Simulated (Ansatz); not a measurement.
The first iterations of a band of Cl$_{2}$GaH (4 atoms, charge 0, multiplicity 1).

Computed with Ansatz 0.2.0, RKS PBE/def2-SVP.

```
movable images  : 7
climbing image  : yes
spring          : 5.0 eV/Å²
optimiser       : quadratic models (default)
start path      : through a guess of the saddle point
force threshold : 0.5 eV/Å
iteration limit : 60
end points      : relaxed
```

Image 0:

```xyz
4
Properties=species:S:1:pos:R:3
Ga 0.318 0.000 0.381
H 0.091 0.000 1.922
Cl 2.288 0.000 -0.489
Cl -1.320 0.000 -1.018
```

Image 8:

```xyz
4
Properties=species:S:1:pos:R:3
Ga -1.238 0.000 0.399
H 1.991 0.000 1.766
Cl 2.011 0.000 0.468
Cl -1.387 0.000 -1.838
```

| iteration | highest image above the first end (eV) | largest band force component (eV/Å) |
| --- | --- | --- |
| 1 | 2.518 | 4.422 |
| 2 | 2.203 | 0.929 |
| 3 | 2.095 | 1.402 |

**Question.** Does the band converge within its limit, and where does its top end?

**Answer.** The forces met the threshold. It ended after 9 iterations with the highest image 1.879 eV above the first end. The threshold of 0.5 eV/Å is loose, so the images may lie well off the minimum-energy path. Another band between the same ends (7 images) ends at a top of the same energy, where a vibrational analysis finds 1 clearly imaginary mode. The orbitals stay closed-shell, which can raise the energy where a bond breaks towards radicals; this wasn't checked here.

Run time: 55 s on 1 thread of Intel(R) Xeon(R) 6975P-C (Granite Rapids) (shared host), peak memory 0.14 GiB.
